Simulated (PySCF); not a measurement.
Species: C6H9F2 (doublet state).
SMILES with atom numbers: `[CH2:1]=[C:2]([F:3])[CH:4][C@@H:5]([CH3:6])[CH2:7][F:8]` (hydrogens: H9, H10 on C1; H11 on C4; H12 on C5; H13, H14, H15 on C6; H16, H17 on C7)

Cartesian coordinates in Å at the GFN2-xTB level; atoms count from 1:
```
atom  x, y, z in Å
C1     3.0384    0.2367    0.2313
C2     1.7954   -0.1192   -0.2120
F3     1.7469   -0.7965   -1.3921
C4     0.5891    0.1316    0.4086
C5    -0.7370   -0.2717   -0.1336
C6    -1.5408   -1.0416    0.9199
C7    -1.5241    0.9722   -0.5808
F8    -1.7621    1.8090    0.4801
H9     3.1510    0.7753    1.1510
H10    3.9150   -0.0147   -0.3345
H11    0.6035    0.6728    1.3402
H12   -0.6005   -0.8932   -1.0238
H13   -2.4940   -1.3596    0.5044
H14   -1.7308   -0.4074    1.7825
H15   -0.9910   -1.9209    1.2455
H16   -0.9638    1.5516   -1.3216
H17   -2.5020    0.6875   -0.9825
```

The hyperfine couplings belong to this conformer and change with its torsions.

Theory: UKS B3LYP, pcH-1 on C F H, non-relativistic, mean-field spin-orbit, GIAO in PySCF. Isolated species at its GFN2-xTB geometry (one conformer only). A GFN2-xTB geometry isn't a minimum of the functional, and hyperfine couplings can be far from their values at a DFT geometry. The SCF solution wasn't tested for stability. ⟨S²⟩ is 0.776 where a pure state has 0.75.

**Question.** What is the g tensor, term by term?

**Answer.** 
```csv
Δg (ppm),1,2,3
relativistic mass correction,-137,-137,-137
gauge correction,-1,37,25
orbital Zeeman/spin–orbit,-18,283,499
total,-156,184,387
```

So g = 2.00216, 2.00250, 2.00271 and g_iso = 2.00246; the tensor is rhombic: the two nearest values differ by 37 % of g3 − g1. Axes: g2 points within 4° of the C4–C5 bond.

**Question.** Average each term over the three axes. Which is largest in size?

**Answer.** The orbital-Zeeman/spin–orbit term 255, the mass correction -137 and the gauge correction 20 ppm, for a total of 138 ppm. The orbital-Zeeman/spin–orbit term is the largest in size. The mass correction is the same along every axis, so the anisotropy comes from the other two: their spans along these axes are 38 (gauge) and 517 ppm (orbital Zeeman/spin–orbit).

**Question.** What effective moment and Curie constant follow for a powder?

**Answer.** With the mean of g² = 4.0098 and S(S+1) = 0.75: μ_eff = √(⟨g²⟩S(S+1)) = 1.734 μB and χT = 0.12505·⟨g²⟩·S(S+1) = 0.376 cm³ K/mol (cgs; spin-Hamiltonian part alone).

**Question.** What are the electron Larmor frequencies g μB B/h along the three axes at 350 mT?

**Answer.** 9.8080, 9.8096, 9.8106 GHz for g1, g2 and g3, a range of 2.7 MHz.

**Question.** In a frozen sample, at which fields do the three g values resonate at 9.5, 34, 94 and 263 GHz (hyperfine left aside), and which band first spreads them over more than twice a line width of 0.5 mT?

**Answer.** 
```tsv
band	GHz	B(g3) mT	B(g2) mT	B(g1) mT	spread mT
X	9.5	338.92	338.95	339.01	0.09
Q	34.0	1212.97	1213.09	1213.30	0.33
W	94.0	3353.51	3353.85	3354.42	0.91
J	263.0	9382.68	9383.63	9385.23	2.54
```

The spread grows in proportion to the frequency. J band is the first where it exceeds 1.0 mT.

The largest Mulliken spin populations are on C1 (+0.66), C4 (+0.66) and C2 (-0.23). The positive populations add up to 1.38 and the negative ones to -0.38, together 2S = 1. The angles at C1 add up to 360.0°, so it is planar; its axial dipolar tensor and the negative couplings of its protons fit spin in a p orbital normal to that plane.

The HOMO–LUMO gaps are 6.64 eV among the α and 5.15 eV among the β orbitals.

The run took 2.0 min wall (with the writing of density and orbital grids) on one thread, Arm Neoverse N1 (aarch64), on a shared host, and the process peaked at 0.96 GiB of memory.
